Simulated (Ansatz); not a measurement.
Method: Ansatz (an electronic-structure program) with frozen-core CCSD(T)/cc-pVQZ // B3LYP-D3(BJ)/def2-TZVP.

Ansatz 0.2 input:
```yaml
crystal:
  periodic: [false, false, false]
  atoms:
    - { symbol: N, position_ang: [2.406066, -0.174578, -0.132435] }
    - { symbol: C, position_ang: [1.258703, -0.091345, -0.069362] }
    - { symbol: Si, position_ang: [-0.584756, 0.042341, 0.031877] }
    - { symbol: H, position_ang: [-1.152939, -0.889859, -0.958681] }
    - { symbol: H, position_ang: [-0.946672, 1.437803, -0.275931] }
    - { symbol: H, position_ang: [-0.982317, -0.324661, 1.403116] }
basis:
  gaussian: { orbitals: cc-pVQZ }
correlation:
  method: ccsd_t
```

Output:

```
Functional definition: HF
1521 factors; integrals over basis functions are off by at most 9.9e-4 eV
mean field evaluation 1: about -10420.5869 eV, gradient 3.0e1 eV
mean field evaluation 2: about -10420.5897 eV, gradient 3.0e1 eV
mean field evaluation 4: about -10423.2327 eV, gradient 4.1e0 eV
mean field evaluation 8: about -10423.3038 eV, gradient 2.0e-4 eV
mean field evaluation 16: about -10423.3007 eV, gradient 2.3e-1 eV
mean field -10423.30384776 eV, -383.0493512361 hartree, gradient 1.8e-6 eV, S^2 0.000000; 0 other end points of the search recorded, 0 dependent functions left out
7 core orbitals not correlated
reference -10423.30384776 eV, -383.0493512361 hartree; 8, 8 occupied and 244, 244 virtual orbitals, 1521 factors
second order -13.42497215 eV of doubles, -0.00000000 eV of singles
cycle   1  -13.30824714 eV  change    1.2e-1 eV  update   9.9e-2
cycle   2  -13.78925544 eV  change   -4.8e-1 eV  update   3.2e-2
cycle   3  -13.88605091 eV  change   -9.7e-2 eV  update   1.4e-2
cycle   4  -13.88363227 eV  change    2.4e-3 eV  update   3.4e-3
cycle   5  -13.88623772 eV  change   -2.6e-3 eV  update   1.4e-3
cycle   6  -13.88669931 eV  change   -4.6e-4 eV  update   3.2e-4
cycle   7  -13.88667370 eV  change    2.6e-5 eV  update   9.4e-5
cycle   8  -13.88671787 eV  change   -4.4e-5 eV  update   2.8e-5
cycle   9  -13.88672995 eV  change   -1.2e-5 eV  update   1.1e-5
perturbative correction -0.67539912 eV, -0.0248204598 hartree
Total energy: -10437.86597683 eV, -383.5844996090 hartree
```

Cost: about 70 core-seconds (a rough figure).
